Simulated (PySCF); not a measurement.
C²⁺ (carbon, charge +2) across methods

[He] 2s1 3s1, high-spin 3S determinant (an excited configuration). Calculation: PySCF 2.14, in aug-cc-pVTZ with one added diffuse shell each of s, p, d, f type (6s5p4d3f, 62 functions); the non-relativistic Hamiltonian (point nucleus).

| method | E (hartree) | mean ε 1s β (eV) | mean ε 2s α (eV) | mean ε 3s α (eV) | Σ⟨r²⟩ (bohr²) | ⟨S²⟩ |
| --- | --- | --- | --- | --- | --- | --- |
| TPSSh | -35.4613 | -326.54 | -49.762 | -16.005 | 15.80 | 2.000 |
| B3LYP | -35.4528 | -328.31 | -50.418 | -16.160 | 15.80 | 2.000 |
| UHF | -35.38188 | -355.45 | -55.962 | -17.880 | 16.34 | 2.000 |
| wB97M-V | -35.4786 | -332.59 | -52.943 | -17.960 | 15.62 | 2.000 |
| PBE0 | -35.4151 | -329.48 | -50.761 | -16.398 | 15.83 | 2.000 |
| r2SCAN | -35.4339 | -324.70 | -49.385 | -15.679 | 16.17 | 2.000 |
| PBE | -35.4054 | -320.57 | -48.902 | -15.778 | 15.72 | 2.000 |
| BLYP | -35.4515 | -321.29 | -48.791 | -15.516 | 15.72 | 2.000 |
| LDA | -35.0777 | -317.84 | -48.597 | -15.694 | 15.81 | 2.000 |

The outer electron is Rydberg-like, and this basis confines it to a smaller radius and binds it less than a complete one would.
